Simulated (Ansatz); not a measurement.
```yaml
atoms:
  - { symbol: C, position_ang: [0.0252, -0.0241, -0.8350] }
  - { symbol: C, position_ang: [0.0572, -0.0154, 0.7650] }
  - { symbol: H, position_ang: [-0.0256, -0.9827, -1.1871] }
  - { symbol: H, position_ang: [-0.9242, 0.5314, -1.1187] }
  - { symbol: H, position_ang: [0.9016, 0.5881, -1.1827] }
  - { symbol: H, position_ang: [-0.0199, 1.0285, 1.1778] }
  - { symbol: H, position_ang: [-0.9455, -0.4954, 1.2168] }
  - { symbol: H, position_ang: [0.9067, -0.5316, 1.1766] }
```

Basis set: STO-3G (spherical functions). Frozen core: 2 orbitals. Charge 0, multiplicity 1.

Computed with Ansatz (development build ahead of 0.2.0); each method stands on the lowest determinant of its kind that the runs found. Restricted open shells among the atoms or ions are ROHF, correlated in semicanonical orbitals with singles.

**Question.** Give the atomization energy at this shape (free ground-state atoms in the same class of orbitals less the molecule, no zero-point energy) of singlet C₂H₆ by RHF-MP2, RHF.

**Answer.**

| method | atomization energy |
| --- | --- |
| RHF-MP2 | 3092.4 kJ/mol |
| RHF | 2848.3 kJ/mol |

Caution: the shape is not the minimum.

This basis has no polarisation functions and is too small for such energies, which can lie far from measured ones in either direction.
